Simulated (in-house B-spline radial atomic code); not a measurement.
Configurations of V V (V4+), with energies counted from [Ar] 3d1. Level of theory: non-relativistic PBEsol, spin-polarised, spherical fractional occupations, point nucleus; calculated with a radial B-spline atomic code at the basis-set limit. Shells without spins written out take the highest spin.

Occupations are held fixed; configurations that lie above the ionisation limit could autoionise.

```
        configuration  E - E(ref) (eV)  highest orbital  its <r> (bohr)
[Ar] 4s(0 up, 1 down)           18.929          4s down           2.243
             [Ar] 4p1            25.91            4p up           2.453
     [Ne] 3s2 3p5 3d2           38.179            3d up           1.061
             [Ar] 4f1           43.635            4f up           3.357
 [Ne] 3s2 3p5 3d1 4p1           65.363            4p up           2.429
```

Q: Order these further configurations by energy, lowest first.
A. [Ne] 3s2 3p5 3d1 4d1
B. [Ar] 4d(1 up, 0 down)
C. [Ne] 3s2 3p5 3d1 4f1
D. [Ne] 3s2 3p(2 up, 3 down) 3d(1 up, 0 down) 4p(1 up, 0 down)
E. [Ne] 3s2 3p5 3d1 4s1

A: B (36.148 eV), E (58.288 eV), D (67.002 eV), A (75.757 eV), C (83.329 eV).

Q: How far above the reference does [Ne] 3s2 3p(3 up, 2 down) 3d(1 up, 1 down) lie?

A: 40.725 eV; its least bound orbital is 3d down with <r> = 1.075 bohr.
